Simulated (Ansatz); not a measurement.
`C[OH+][In-]([OH])([OH])[OH]`, relaxed with RKS PBE-D4/def2-SVP in Ansatz from a rough embedded geometry. The force threshold is 0.03 eV/Å; the program also tests the step.

Total charge 0; spin multiplicity 1. In takes the def2 core potential.

Start:

```xyz
13

C     1.028   -0.896    1.230
O     0.718    0.482    0.860
In   -0.337    0.504   -0.907
O     0.833   -0.396   -2.275
O    -0.677    2.401   -1.436
O    -2.059   -0.470   -0.631
H     1.541   -0.877    2.203
H     1.665   -1.311    0.477
H     0.019   -1.444    1.366
H     0.069    0.814    1.558
H     0.632   -1.386   -2.130
H    -1.059    2.815   -0.580
H    -2.374   -0.238    0.264
```

```tsv
step	energy (eV)	largest force (eV/Å)	largest move (Å)
1	-14495.5778	2.620	0.000
2	-14496.3983	1.535	0.192
3 (rejected)	-14496.3756	2.750	0.194
4	-14496.5570	1.352	0.094
5	-14496.6422	0.806	0.100
6	-14496.6940	0.250	0.150
7	-14496.7236	0.256	0.200
8	-14496.7439	0.108	0.200
9	-14496.7503	0.086	0.032
10 (rejected)	-14496.7077	1.341	0.195
11	-14496.7578	0.074	0.097
14	-14496.7635	0.092	0.050
17	-14496.7873	0.136	0.169
20 (rejected)	-14496.7956	0.257	0.200
23	-14496.8180	0.066	0.150
26	-14496.8312	0.162	0.099
29	-14496.8593	0.236	0.200
32	-14496.8824	0.122	0.040
35	-14496.9423	0.629	0.193
38 (rejected)	-14496.9169	2.122	0.193
41	-14497.0017	0.043	0.041
44 (rejected)	-14496.9947	0.498	0.168
47	-14497.0091	0.126	0.098
50	-14497.0162	0.179	0.087
53	-14497.0225	0.039	0.042
56	-14497.0236	0.072	0.065
57	-14497.0239	0.024	0.015
```

End:

```xyz
13

C     1.225   -0.860    1.325
O     0.170    0.109    1.228
In   -0.547    0.692   -0.937
O     0.812   -0.369   -2.016
O    -0.852    2.684   -1.060
O    -2.005   -0.471   -0.014
H     2.129   -0.339    1.699
H     1.459   -1.302    0.332
H     0.957   -1.661    2.046
H    -0.733   -0.345    1.180
H     0.399   -1.226   -2.240
H    -0.184    3.057   -1.670
H    -2.830    0.033    0.128
```

Run time 98 s (4 threads of an Arm Neoverse V1 on a shared host); peak host memory 0.19 GiB.
